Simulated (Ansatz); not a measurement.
**Ligand exchange: HCl + C4H11BO → H2O + C4H10BCl**

Species: HCl, singlet; C4H11BO `CCB(O)CC`, singlet; H2O (water) `O`, singlet; C4H10BCl (chlorodiethylborane) `CCB(Cl)CC`, singlet. The partners trade Cl for OH: H–Cl and B–OH bonds give way to H–OH and B–Cl.

Shapes, held fixed at every level: PBE0-D4/def2-TZVP. Flexible molecules stand in one conformer, not always the lowest. Programs: Ansatz 0.2.0. Electronic energies: no zero-point or thermal term.

| level | kind | ΔE (kJ/mol) |
| --- | --- | --- |
| HF/def2-SVP | Hartree–Fock | +42.0 |
| PBE-D4/def2-TZVPP | GGA | +27.3 |
| PBE0-D4/def2-TZVPP | global hybrid | +26.7 |
| wB97M-V/def2-TZVPP | range-separated hybrid | +31.1 |
| wB97X-V/def2-TZVPP | range-separated hybrid | +31.2 |
| MP2/def2-SVP | perturbation theory | +41.9 |
| MP2/def2-TZVPP | perturbation theory | +26.2 |

MP2/def2-TZVPP gives ΔE = +26.2 kJ/mol; the levels span +26.2 to +42.0. The median of the levels is +31.1. No measured value is set beside it here.
